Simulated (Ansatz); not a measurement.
Isolated molecules relaxed with PBE0-D4/def2-TZVP in Ansatz; ΔE leaves out vibrations. CCSD(T)/CBS adds triple-zeta CCSD(T) − MP2 to the extrapolated MP2 energy (def2 sets, frozen cores). This one scheme is used for every species. DFT in def2-TZVPP. B3LYP here is the variant with VWN-RPA as its local correlation; programs differ in this. Elements past krypton have def2 core potentials. For Ge, In outer-core shells are correlated without core-valence functions, which leaves a few kJ/mol of doubt a bond. Scalar relativity is left out up to krypton.

`[F][InH][GeH3]` + HCl → `[Cl][InH][GeH3]` + H–F  (ligand exchange at the In–F bond)

`[F][InH][GeH3]`:

Z-matrix (Å, degrees):
```
Ge
In 1 2.588
H 1 1.538 2 109.2
H 1 1.538 2 111.2 3 119.3
H 1 1.535 2 110.3 3 -119.5
F 2 1.966 1 109.9 3 84.1
H 2 1.715 1 140.3 3 -95.1
```

HCl:

```xyz
2

Cl    0.034    0.305   -0.561
H    -0.034   -0.305    0.561
```

`[Cl][InH][GeH3]`:

Z-matrix (Å, degrees):
```
Ge
In 1 2.590
H 1 1.538 2 112.0
H 1 1.537 2 109.3 3 120.6
H 1 1.537 2 109.3 3 -120.6
Cl 2 2.353 1 111.2 3 179.8
H 2 1.715 1 137.2 3 -0.2
```

H–F:

Z-matrix (Å, degrees):
```
F
H 1 0.920
```

Is it downhill or uphill in electronic energy at CCSD(T)/CBS, and by how much? (An estimate is asked.)

Computed: Downhill: ΔE = -13.7 kcal/mol.

What do these levels give: r2SCAN-D4, B3LYP-D4, r2SCANh-D4, r2SCAN, r2SCANh, CAM-B3LYP, LC-ωPBE, HF/def2-SVP, HF/def2-QZVPP, SCS-MP2/def2-QZVPP, CCSD(T)/def2-QZVPP, CCSD/CBS(def2)? (Estimate.)

Computed: r2SCAN-D4 -12.1, B3LYP-D4 -12.1, r2SCANh-D4 -13.0, r2SCAN -12.0, r2SCANh -12.9, CAM-B3LYP -10.7, LC-ωPBE -11.1, HF/def2-SVP -15.1, HF/def2-QZVPP -14.3, SCS-MP2/def2-QZVPP -13.5, CCSD(T)/def2-QZVPP -13.4, CCSD/CBS(def2) -13.9 kcal/mol.

Largest T1 diagnostic among the species: 0.015.

The D4 term adds −1.0 kcal/mol with B3LYP and −0.6 kcal/mol with PBE0; it sums over pairs of atoms, weighted by their polarisabilities, and B3LYP, whose exchange is more repulsive, gets the larger term. From PBE to PBE0 (25 % exact exchange), in def2-TZVPP and without D4, ΔE moves by −2.4 kcal/mol. Leaving LDA and LC-ωPBE aside and taking each functional with its dispersion term where it has one, the values, not all of them listed here, spread over 4.8 kcal/mol, from PBE-QIDH to BLYP-D4. LDA lies −1.3 kcal/mol from PBE without D4.
